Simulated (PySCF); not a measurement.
**Static response to an electric field**

Species: C4H10N2Si.
Structure used (PBE0-D3(BJ)/def2-SVP), in Å, numbered top down from 1:
```xyz
17
C4H10N2Si angstrom
C      2.334   -0.344    0.419
C      1.449   -0.202   -0.583
N      0.080   -0.104   -0.478
C     -0.560   -0.159    0.824
C     -2.019    0.257    0.632
N     -2.426   -0.242   -0.670
Si    -1.094   -0.267   -1.773
H      2.034   -0.420    1.466
H      3.400   -0.386    0.194
H      1.820   -0.145   -1.614
H     -0.052    0.524    1.526
H     -0.491   -1.178    1.252
H     -2.101    1.361    0.711
H     -2.639   -0.172    1.437
H     -3.395   -0.098   -0.923
H     -0.997   -1.536   -2.559
H     -0.977    0.859   -2.757
```

Level: CAM-B3LYP/def2-SVPD (PySCF), static field, nuclei fixed, core orbitals frozen in the response. The polarisability tensor in these axes (au):

```
x   105.92  -2.44   8.17
y    -2.44  70.25   0.52
z     8.17   0.52  93.21
```

**Question.** What are the eigenvalues, a third of the trace, and Δα (Δα² = ½Σ(αi − αj)² over the three pairs)?

**Answer.** Principal values 70.03, 89.33 and 110.01 au; mean 89.79 au = 13.31 Å³ = 14.80 × 10⁻⁴⁰ C²·m²/J; Δα = 34.63 au (39 % of the mean).

**Question.** What is the dipole moment, and where does it point?

**Answer.** (-1.97, 0.51, 0.12) D, 2.04 D in size, pointing from the negative to the positive side. Measured along this direction, the outermost atoms are H9 at the negative end and H15 at the positive end.

**Question.** In TDDFT the mean static polarisability is Σ f/ω² over all singlet excitations (ω in hartree). How much of it do the 10 lowest give? Their energies (eV) and oscillator strengths: 5.31, 0.0005; 5.65, 0.0424; 5.94, 0.0038; 6.26, 0.4162; 6.43, 0.0556; 6.54, 0.0021; 6.60, 0.0120; 6.89, 0.0046; 7.13, 0.0050; 7.35, 0.0209.

**Answer.** They add up to 10.60 au, 11.8 % of the 89.79 au; the largest single term is 7.86 au, from the state at 6.26 eV. Terms in order: 0.01, 0.98, 0.08, 7.86, 1.00, 0.04, 0.20, 0.07, 0.07, 0.29 au. Higher excitations give the rest. The strengths listed sum to 0.563.

**Question.** What would n − 1 = 2πNα be for an ideal gas of these molecules at 298.15 K and 1 atm, electronic part alone?

**Answer.** N = p/kT = 2.4615 × 10¹⁹ cm⁻³, so n − 1 = 2π × N × 13.31 × 10⁻²⁴ cm³ = 2058 × 10⁻⁶ at long wavelengths, for an ideal gas.

**Question.** Find the Langevin capture rate constant for NH4+ (18.034 u) meeting this molecule (114.061 u), k = 2.342 × 10⁻⁹ cm³/s × √(α in Å³ / reduced mass in u).

**Answer.** The reduced mass is 15.57 u, so k = 2.16 × 10⁻⁹ cm³/s. The formula leaves out the permanent dipole, which adds to the capture rate.

**Question.** In a dilute gas of rigid molecules at 273 K, how does the orientational term μ²/3kT compare with the electronic polarisability?

**Answer.** In Gaussian units μ²/3kT = 36.76 Å³ against 13.31 Å³, a ratio of 2.76; the Debye molar polarisation (4π/3)N_A(α + μ²/3kT) is 126.3 cm³/mol, leaving out the vibrational part.

**Question.** Traceless (Buckingham) quadrupole moment about the centre of nuclear charge: eigenvalues?

**Answer.** -6.22, 1.12, 5.10 D·Å. The values depend on the origin, since the dipole doesn't vanish. The electronic extent ⟨r²⟩ about the same centre is 983 bohr², a root-mean-square distance of 2.11 Å for the 62 electrons.

The structure is a single PBE0-D3(BJ)/def2-SVP conformer in the gas phase; no vibrational or solvent corrections.
